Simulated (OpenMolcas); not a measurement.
Mn2+: effect of the IPEA shift

```json
{"Program": "OpenMolcas", "Basis": "ANO-RCC-VTZP [6s5p3d2f1g]", "Scalar Hamiltonian": "DKH2, point nucleus", "Active space": "5 electrons in 5 orbitals (3d)", "State averaging": "2S+1 = 6 even, 1 root; 2S+1 = 4 even, 24 roots kept (CI in the orbitals of an earlier block); 2S+1 = 2 even, 75 roots kept (CI in the orbitals of an earlier block)", "Spin-orbit coupling": "state interaction with AMFI integrals over the reference wave functions, term energies averaged over their components"}
```

Methods on the same reference wave functions:
A. CASSCF
B. MS-CASPT2, IPEA 0 Eh, imaginary shift 0.1 Eh (closed shells correlated: 3s 3p)
C. MS-CASPT2, IPEA 0.25 Eh, imaginary shift 0.1 Eh (closed shells correlated: 3s 3p)

Energies in cm-1 above 3d5 6S 5/2, the measured ground level; measured values from Corliss and Sugar, J. Phys. Chem. Ref. Data 6, 1253 (1977).

```tsv
Level	A	B	C	Measured
3d5 6S 5/2	0.0	0.0	0.0	0.0
3d5 4G 5/2	32369	28670	28700	
3d5 4G 7/2	32382	28690	28720	26860
3d5 4G 11/2	32386	28700	28730	26824
3d5 4G 9/2	32390	28700	28730	
3d5 4P 5/2	37294	31170	31390	29168
3d5 4P 3/2	37332	31220	31430	
3d5 4P 1/2	37377	31260	31480	
3d5 4D 7/2	40323	34180	34290	32307
3d5 4D 1/2	40366	34230	34340	32369
3d5 4D 3/2	40400	34260	34370	
3d5 4D 5/2	40409	34270	34380	32384
3d5 2I 11/2	46121	41950	42160	39174
3d5 2I 13/2	46154	41990	42210	39176
3d5 2D 5/2(1) [74 %]	52041	43870	44440	41238
3d5 2D 3/2(1)	52436	44190	44750	41570
3d5 2F 7/2(1)	53433	45490	46060	42606
3d5 4F 9/2	54392	46300	46430	43573
3d5 4F 7/2	54419	46330	46460	43602
3d5 4F 3/2	54516	46420	46570	43675
3d5 2H 9/2	56752	49650	50160	46516
3d5 2H 11/2	56883	49870	50380	46671
3d5 2G 7/2(1)	58662	50650	51140	47842
3d5 2G 9/2(1)	58773	50840	51340	48005
```

Deviations, from unrounded energies. A percentage is the sum of absolute deviations over the sum of measured energies, with the sign that they share, or ± where signs differ.

```tsv
Against measurement	Levels	A	B	C
mean absolute deviation (cm-1)	18	9100	2500	2800
other terms of the ground configuration (%)	18	+23.3	+6.4	+7.2
```

B lies closest to measurement on these levels and A furthest from it. The largest miss of B in the table is 3d5 2H 11/2, by +3200 cm-1. The ranking rests on the paired levels alone, and a cruder setting can come out closer through cancelling errors.

Between B and C the level of the table that moves most is 3d5 2D 5/2(1) [74 %], by 570 cm-1 (lowest in B, highest in C). Moves below CASPT2's spread within the term are not significant.

The mean deviations of B to C differ by less than CASPT2's widest spread within a term (1100 cm-1), so their order carries little weight.

From A to B the spin-free energies of the other terms of 3d5 shown, above 6S, scale by factors of 0.84 to 0.91, as is usual when dynamic correlation screens the repulsion within a d or f shell.

The lowest spin-free term lies below A's lowest term by 0.430 hartree in B, 0.419 hartree in C.

CASPT2 breaks the degeneracy within a term, and the mean is taken; among the terms shown or strongly mixed into the levels shown the widest spread is 1100 cm-1 (3d5 4F, C). Terms from blocks run as CI alone lack orbitals of their own. Without dynamic correlation excited terms often stand tens of per cent too high (terms of higher spin than the ground term too low), and those without a measured partner can miss by more than the paired ones (holds for A). Some levels mix across a computed gap that differs much from the measured one, so their mixing is not that of the real levels (holds for A). Blocks of more than 70 roots (2S+1 = 2 even) ran without multistate coupling (holds for B; C). The CASPT2 spread within a term exceeds the gap to the next term for 3d5 2F(1) and 3d5 4F, so the order of their levels is uncertain, and so are names and mixing where such terms share a J (holds for C). Measured partners are found by configuration, term and J. A level has none where our copy of the source lacks it or the pairing is in doubt (some pairs that miss far off the trend of their configuration count as doubtful), and it then counts in no deviation. Levels of configurations outside the active space are missing. Levels that lie high or do not pair safely by name in every column are left out.

A share in square brackets marks a mixed level and gives the weight of the term that names it, the lowest over the columns. A number in round brackets counts repeated terms of one configuration in the order of the reference energies.
